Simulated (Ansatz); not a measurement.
germanium atom (Ge), triplet; HF/def2-SVP run with Ansatz (a quantum-chemistry and plane-wave program).

The Ansatz input:
Ansatz 0.2 input:
```yaml
crystal:
  periodic: [false, false, false]
  atoms:
    - {symbol: Ge, position_ang: [0.00000000, 0.00000000, 0.00000000]}
basis:
  gaussian:
    orbitals: def2-SVP
hamiltonian:
  xc: hf
magnetization: {spin_polarized: true, initial_magnetization: 2}
```

Question: Predict the main parts of the log of this Ansatz run.

Answer: 
```
Functional definition: HF
220 factors; integrals over basis functions are off by at most 4.1e-4 eV
mean field evaluation 1: about -56465.0310 eV, gradient 3.6e0 eV
mean field evaluation 2: about -56465.0311 eV, gradient 3.6e0 eV
mean field evaluation 4: about -56465.2059 eV, gradient 1.1e-1 eV
mean field evaluation 8: about -56465.2061 eV, gradient 1.1e-5 eV
mean field evaluation 16: about -56465.1857 eV, gradient 1.2e0 eV
mean field -56465.20606705 eV, -2075.0580494726 hartree, gradient 1.0e-5 eV, S^2 2.009032; 0 other end points of the search recorded, 0 dependent functions left out
reference -56465.20606705 eV, -2075.0580494726 hartree; 17, 15 occupied and 15, 17 virtual orbitals, 220 factors
Total energy: -56465.20606705 eV, -2075.0580494726 hartree
```
